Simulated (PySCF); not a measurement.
Isomers of C10H8N2, mass 156.069 u with the commonest isotopes. Level of theory: PBE0/pcSseg-1 in PySCF (dipole) on a GFN2-xTB geometry, gas phase. One conformer each, none proved a minimum here; rigid rotors.

Problem. Order these by rotational constant C, largest first.
A. `[cH:1]1[cH:2][n:3][cH:4][c:5](-[c:6]2[cH:7][cH:8][n:9][cH:10][cH:11]2)[cH:12]1` with C4–C5–C6–C7 -139°
B. `[CH2:1]=[C:2]([C:3]#[C:4][C:5]#[N:6])/[CH:7]=[CH:8]/[CH2:9][CH2:10][C:11]#[N:12]` with C1–C2–C7–C8 180°, C7–C8–C9–C10 115°, C8–C9–C10–C11 -61°
C. `[cH:1]1[cH:2][cH:3][c:4](-[c:5]2[cH:6][cH:7][cH:8][cH:9][n:10]2)[n:11][cH:12]1` with C3–C4–C5–C6 180°

Solution. C (497.0 MHz), A (487.0 MHz), B (384.4 MHz).

Problem. Order these by out-of-plane moment Σ m c² = (Ia + Ib − Ic)/2, largest first.
A. `[CH2:1]=[C:2]([C:3]#[C:4][C:5]#[N:6])/[CH:7]=[CH:8]/[CH2:9][CH2:10][C:11]#[N:12]` with C1–C2–C7–C8 180°, C7–C8–C9–C10 115°, C8–C9–C10–C11 -61°
B. `[cH:1]1[cH:2][n:3][cH:4][c:5](-[c:6]2[cH:7][cH:8][n:9][cH:10][cH:11]2)[cH:12]1` with C4–C5–C6–C7 -139°
C. `[cH:1]1[cH:2][cH:3][c:4](-[c:5]2[cH:6][cH:7][cH:8][cH:9][n:10]2)[n:11][cH:12]1` with C3–C4–C5–C6 180°

Solution. A (112.30 u·Å²), B (20.04 u·Å²), C (0.00 u·Å²).

Problem. Order these by radius of gyration √(Σ m r²/M), largest first.
A. `[cH:1]1[cH:2][n:3][cH:4][c:5](-[c:6]2[cH:7][cH:8][n:9][cH:10][cH:11]2)[cH:12]1` with C4–C5–C6–C7 -139°
B. `[cH:1]1[cH:2][cH:3][c:4](-[c:5]2[cH:6][cH:7][cH:8][cH:9][n:10]2)[n:11][cH:12]1` with C3–C4–C5–C6 180°
C. `[CH2:1]=[C:2]([C:3]#[C:4][C:5]#[N:6])/[CH:7]=[CH:8]/[CH2:9][CH2:10][C:11]#[N:12]` with C1–C2–C7–C8 180°, C7–C8–C9–C10 115°, C8–C9–C10–C11 -61°

Solution. C (3.024 Å), A (2.604 Å), B (2.553 Å).

```
               SMILES  point group  Ia (u·Å²)  Ib (u·Å²)  Ic (u·Å²)      κ  μa (D)  μb (D)  μc (D)
  c1cncc(-c2ccncc2)c1           C1     167.19     910.72    1037.84  -0.95    1.36    1.80    0.67
  c1ccc(-c2ccccn2)nc1          C2h     169.39     847.53    1016.92  -0.92    0.00    0.00    0.00
C=C(C#CC#N)/C=C/CCC#N           C1     416.50    1122.83    1314.74  -0.84    3.17    2.13    3.77
```
